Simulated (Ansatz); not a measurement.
Reactions of ClFGeH₂O₂ (`[OH][Ge]([OH])([F])[Cl]`).

Gas-phase electronic energies from Ansatz, PBE0-D4/def2-TZVP geometries. CCSD(T)/CBS adds triple-zeta CCSD(T) − MP2 to the extrapolated MP2 energy (def2 sets, frozen cores). This one scheme is used for every species. Functionals use def2-TZVPP. For Ge outer-core shells are correlated without core-valence functions, which leaves a few kJ/mol of doubt a bond. Scalar relativity is left out up to krypton. Each species was taken in one conformer, which may not be the lowest.

```csv
reaction,PBE-D4 (eV),PBE0-D4 (eV),ωB97M-V (eV),CCSD(T)/CBS(def2) (eV)
`[OH][Ge]([OH])([F])[Cl]` + SiH₄ → `[OH][Ge]([OH])([SiH3])[Cl]` + H–F,0.29,0.34,0.50,0.40
`[OH][Ge]([OH])([F])[Cl]` + H–F → `[OH][Ge]([OH])([F])[F]` + HCl,0.10,0.11,0.05,0.08
`[OH][Ge]([OH])([F])[Cl]` + H₂ → `[OH][GeH]([OH])[Cl]` + H–F,0.42,0.39,0.47,0.41
`[OH][Ge]([OH])([F])[Cl]` + H₂S → `[OH][Ge]([OH])([SH])[Cl]` + H–F,0.08,0.10,0.22,0.14
`[OH][Ge]([OH])([F])[Cl]` → `OF` + `[OH][Ge][Cl]`,5.24,5.69,5.66,5.85
`[OH][Ge]([OH])([F])[Cl]` + HCl → `[OH][Ge]([F])([Cl])[Cl]` + H₂O,-0.32,-0.32,-0.28,-0.28
`[OH][Ge]([OH])([F])[Cl]` + CH₄ → `[CH3][Ge]([OH])([OH])[F]` + HCl,0.70,0.71,0.70,0.64
```

Largest T1 diagnostic: 0.014, for `[OH][Ge][Cl]`.
